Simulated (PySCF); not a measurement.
H3NSSi, SMILES N[Si]S (connectivity only; charge and spin as stated), neutral, multiplicity 1.

Geometry optimised at r2SCAN-D4/def2-TZVP. Other conformers were not sampled.

All values below come from B3LYP/def2-TZVPD in PySCF.

Computed frontier levels, gap, dipole moment and polarisability:
```
Property                                                                                                       Result
---------------------------------------------------------------------------------------------  ----------------------
highest occupied level                                                                                       -6.56 eV
lowest empty level                                                                                           -1.54 eV
orbital gap                                                                                                   5.02 eV
dipole moment                                                                                                  1.49 D
quadrupole, principal values (traceless, Buckingham form, about the centre of nuclear charge)  -5.15, -4.08, 9.23 D·Å
mean static polarisability                                                                       65.3 bohr³ (9.68 Å³)
polarisability, principal values                                                               51.5, 62.0, 82.4 bohr³
```
